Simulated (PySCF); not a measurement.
A GIAO shielding run with PySCF 2.14 (density fitting, non-relativistic, gas phase) on SMILES [SiH3]NNC1CCCCC1, C6H16N2Si:

```
{"job": {"kind": "nmr", "xc": "PBE0", "basis": "pcSseg-1"}, "charge": 0, "multiplicity": 1}
Si     3.396139     0.417807    -0.671578
N      2.521990    -0.496122     0.500785
N      1.323940    -1.210675     0.262563
C      0.224247    -0.404626    -0.266036
C     -0.224922     0.604092     0.790819
C     -1.429822     1.399932     0.300754
C     -2.582062     0.464940    -0.051874
C     -2.140541    -0.541302    -1.109713
C     -0.932220    -1.336094    -0.623885
H      2.774997     1.666389    -1.147318
H      4.644760     0.726151     0.014503
H      3.540905    -0.478255    -1.820254
H      2.546103    -0.201477     1.467097
H      1.543228    -1.944989    -0.408189
H      0.538732     0.148702    -1.170488
H      0.599344     1.282535     1.020460
H     -0.480905     0.058688     1.701350
H     -1.743946     2.105946     1.072209
H     -1.146814     1.975523    -0.584097
H     -2.901557    -0.069979     0.845126
H     -3.432370     1.042802    -0.420107
H     -2.960384    -1.224334    -1.341244
H     -1.878602    -0.009667    -2.027721
H     -0.613044    -2.039210    -1.397308
H     -1.198128    -1.912633     0.263967
```

Hardware: 1 thread of an Arm Neoverse V1, shared host. The job also computes population analyses, field gradients, ring-centre shieldings.

Question: How large is the calculation?

Answer: 80 electrons, 240 basis functions and 1255 auxiliary functions.

Question: How long does it take?

Answer: 63 s of wall time, with 14 SCF cycles and 4 response iterations. Times on a shared host scatter by some tens of per cent.
